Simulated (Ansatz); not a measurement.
`F[Si](Cl)(O[SiH3])O[SiH3]`, relaxed with RKS PBE0-D4/def2-TZVP in Ansatz from a GFN2-xTB geometry. The force threshold is 0.005 eV/Å; the program also tests the step.

The species carries charge 0 and has multiplicity 1.

Start:

```xyz
13

F    -0.716    2.319   -0.974
Si   -0.275    0.810   -1.274
Cl   -0.191    0.479   -3.212
O     1.174    0.605   -0.634
Si    2.109    0.388    0.686
O    -1.390   -0.110   -0.597
Si   -1.845   -1.177    0.551
H     3.316   -0.194    0.111
H     2.309    1.707    1.280
H     1.405   -0.518    1.595
H    -0.972   -2.344    0.435
H    -3.230   -1.442    0.182
H    -1.693   -0.523    1.850
```

```
         step  energy (eV)  largest force (eV/Å)  largest move (Å)
            1  -43055.7592                 1.490             0.000
            2  -43055.9257                 0.538             0.104
            3  -43055.9349                 0.338             0.024
            4  -43055.9357                 0.385             0.022
            5  -43055.9392                 0.047             0.055
            6  -43055.9402                 0.014             0.030
            7  -43055.9414                 0.156             0.134
            8  -43055.9432                 0.078             0.022
            9  -43055.9459                 0.059             0.093
10 (rejected)  -43055.9430                 0.187             0.195
           11  -43055.9485                 0.076             0.095
           17  -43055.9588                 0.108             0.051
           23  -43055.9644                 0.044             0.040
           29  -43055.9676                 0.072             0.073
           35  -43055.9701                 0.077             0.011
           41  -43055.9719                 0.030             0.032
           47  -43055.9723                 0.022             0.043
           53  -43055.9725                 0.031             0.054
           59  -43055.9728                 0.016             0.016
           65  -43055.9730                 0.008             0.032
           71  -43055.9731                 0.016             0.001
           77  -43055.9732                 0.015             0.016
83 (rejected)  -43055.9730                 0.074             0.123
           89  -43055.9736                 0.007             0.015
           91  -43055.9736                 0.004             0.018
```

End:

```xyz
13

F    -0.875    1.832   -1.462
Si   -0.183    0.572   -0.812
Cl    0.359   -0.672   -2.324
O     1.100    1.069   -0.003
Si    2.621    0.824    0.570
O    -1.224   -0.158    0.159
Si   -2.475   -1.207    0.361
H     3.449    0.177   -0.476
H     3.185    2.145    0.928
H     2.557   -0.045    1.771
H    -2.185   -2.470   -0.360
H    -3.721   -0.599   -0.166
H    -2.608   -1.467    1.813
```

Run time 4.7 min (2 threads of an AMD EPYC 7R13 on a shared host and a share of an NVIDIA H100 80 GB); peak host memory 0.99 GiB.
